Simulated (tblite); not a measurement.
Compound: C₆H₁₀O₂.
Numbering: `[CH3:1][CH2:2]/[CH:3]=[CH:4]\[C:5](=[O:6])[O:7][CH3:8]` (hydrogens: H9, H10, H11 on C1; H12, H13 on C2; H14 on C3; H15 on C4; H16, H17, H18 on C8)

Computed with GFN2-xTB (tblite), gas phase: nudged elastic band of 9 images (0 to 8), spring 0.2 eV/Å², climbing image at the end, force threshold 0.05 eV/Å. No saddle search or frequency run followed, so the top image need not be a first-order saddle, and its height can exceed the method's true barrier by a kcal/mol or more.

The band describes a rotation about C5–O7 (ester carbonyl carbon, ester single-bonded oxygen), followed by the dihedral C4–C5–O7–C8, from the optimised start (180°) to a second optimised geometry at -5°.

**Question.** How does the energy change from image to image?

**Answer.** 
| image | dihedral (°) | E (kcal/mol) | C5–O7 (Å) | C4···C8 (Å) | largest true force (eV/Å) |
| --- | --- | --- | --- | --- | --- |
| 0 | 180 | 0.00 | 1.348 | 3.63 | 0.01 |
| 1 | -170 | 0.55 | 1.349 | 3.62 | 0.05 |
| 2 | -152 | 3.51 | 1.354 | 3.56 | 0.15 |
| 3 | -122 | 9.92 | 1.372 | 3.39 | 0.17 |
| 4 | -88 | 13.70 | 1.388 | 3.13 | 0.01 |
| 5 | -51 | 11.22 | 1.363 | 2.96 | 0.12 |
| 6 | -23 | 9.46 | 1.353 | 2.89 | 0.04 |
| 7 | -13 | 8.33 | 1.354 | 2.85 | 0.05 |
| 8 | -5 | 7.42 | 1.352 | 2.82 | 0.01 |

Barriers of this band. The top is image 4 at -88°: 13.70 kcal/mol forward and 6.28 kcal/mol back; the end lies 7.42 kcal/mol above the start. The central bond is 0.040 Å longer at the top than at the start.

Other torsions move too; by image: C3–C4–C5–O6 (-6, -14, -17, -11, -8, -17, -23, -17, -16°).

**Question.** What rate follows at 350 K for crossing this barrier forward?

**Answer.** Taking the electronic barrier for the free energy of activation (no zero-point or entropy terms, transmission 1), rate = (kT/h)·exp(−ΔE/kT) ≈ 2 × 10^4 s⁻¹, whose inverse is 5 × 10^-5 s. An error of 1 kcal/mol in the barrier changes this by a factor of 4, and the method and the loose band can each miss by that much or more.

**Question.** How would the two end points share their population at 350 K, from these energies alone?

**Answer.** exp(−ΔE/kT) with ΔE = 0.322 eV gives 2.3e-05 for the higher one (end) against 1 for the lower, without vibrational, rotational or degeneracy terms.

The cost below is that of the whole band run. On one thread of an Intel Xeon Platinum 8375C at 2.90 GHz, no GPU, on a shared host, this took 6.8 s and 0.19 GiB of memory at its peak.
